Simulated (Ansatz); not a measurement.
Computed with frozen-core CCSD(T)/cc-pVTZ // PBE0-D4/def2-TZVP (Ansatz, an electronic-structure program).

Ansatz 0.2 input:
```yaml
crystal:
  periodic: [false, false, false]
  atoms:
    - { symbol: Cl, position_ang: [-0.899526, 1.508463, -0.000371] }
    - { symbol: B, position_ang: [-0.042567, 0.000244, 0.000058] }
    - { symbol: Cl, position_ang: [-0.916599, -1.498153, -0.001176] }
    - { symbol: Br, position_ang: [1.858692, -0.010555, 0.001488] }
basis:
  gaussian: { orbitals: cc-pVTZ }
correlation:
  method: ccsd_t
```

Output:

```
Functional definition: HF
876 factors; integrals over basis functions are off by at most 4.8e-4 eV
mean field evaluation 1: about -95682.0978 eV, gradient 1.9e1 eV
mean field evaluation 2: about -95682.3438 eV, gradient 2.0e1 eV
mean field evaluation 4: about -95683.6596 eV, gradient 2.2e0 eV
mean field evaluation 8: about -95683.6947 eV, gradient 1.1e-1 eV
mean field evaluation 16: about -95682.9534 eV, gradient 1.2e1 eV
mean field -95683.69478549 eV, -3516.3109266290 hartree, gradient 3.1e-6 eV, S^2 0.000000; 0 other end points of the search recorded, 0 dependent functions left out
20 core orbitals not correlated
reference -95683.69478549 eV, -3516.3109266290 hartree; 17, 17 occupied and 104, 104 virtual orbitals, 876 factors
second order -18.94912312 eV of doubles, -0.00000000 eV of singles
cycle   1  -19.44377472 eV  change   -4.9e-1 eV  update   9.2e-2
cycle   2  -19.85401282 eV  change   -4.1e-1 eV  update   2.5e-2
cycle   3  -19.94080316 eV  change   -8.7e-2 eV  update   1.4e-2
cycle   4  -19.92794401 eV  change    1.3e-2 eV  update   3.9e-3
cycle   5  -19.92721652 eV  change    7.3e-4 eV  update   1.5e-3
cycle   6  -19.92711778 eV  change    9.9e-5 eV  update   3.6e-4
cycle   7  -19.92702485 eV  change    9.3e-5 eV  update   1.2e-4
cycle   8  -19.92707073 eV  change   -4.6e-5 eV  update   3.1e-5
cycle   9  -19.92707844 eV  change   -7.7e-6 eV  update   1.5e-5
perturbative correction -0.88681930 eV, -0.0325900080 hartree
Total energy: -95704.50868323 eV, -3517.0758232626 hartree
```

Cost: around 60 core-seconds (rough).
